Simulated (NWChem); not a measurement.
# P₂H cation; SMILES [PH+]#P

```xyz
3

P      0.0000     0.0000     1.0404
P      0.0000     0.0000    -0.8584
H      0.0000     0.0000    -2.2951
```
Atoms are numbered in this order, from 1.

Results from NWChem. Geometry optimised at PBE-D3(BJ)/def2-SVP; all other runs use it. Pople sets run with spherical d functions.

```csv
quantity,level,value
orbital gap (eV),PW6B95/def2-TZVP,5.64
"charge (e), Mulliken P2",B3LYP/def2-SVP,___
"vertical, lowest state with f > 0.02, singlet (eV)","PBE/6-31+G*, full TDDFT",5.96
anisotropy (bohr³) at 1065 nm,PBE0/Sadlej pVTZ,___
solvation free energy (kcal/mol) in chlorobenzene,"PBE0/def2-SVP, SMD",-54.7
highest harmonic frequency (cm⁻¹),PBE-D3(BJ)/def2-SVP,___
```

Question: What belongs in the gaps?

Answer: 
- charge (e), Mulliken P2, value: 0.25
- anisotropy (bohr³) at 1065 nm, value: 32.7
- highest harmonic frequency (cm⁻¹), value: 2340
